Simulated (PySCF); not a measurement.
WOF3, SMILES [F][W+](=[O])([F])[F], charge +1, multiplicity 1. The structure is a stationary point at B3LYP-D3(BJ)/def2-SVP. The multiplicity is an assumed one; other spin states were not compared. The isomer is the one that the SMILES or the coordinates give; other isomers of the formula were not compared. The def2 effective core potentials stand for the cores of W; spin–orbit coupling is left out.

Method: B3LYP-D3(BJ)/def2-SVP (PySCF 2.14.0).

Harmonic wavenumbers (cm⁻¹): 180, 180, 211, 298, 298, 789, 800, 800, 1120. Rotational constants (GHz): 3.510, 3.510, 2.919; symmetry number 3.

Work out the zero-point energy and the ideal-gas rigid-rotor harmonic-oscillator thermochemistry at 298.15 K and 1 atm.

ZPE = ½ Σ hcν = ½ × 4674 cm⁻¹ = 6.68 kcal/mol. H − E(el) = 10.83 kcal/mol. Entropy in cal/(mol K): translation 42.53, rotation 24.41, vibration 10.25, total 77.19. G − E(el) = -12.18 kcal/mol. Cp = 19.10 cal/(mol K).
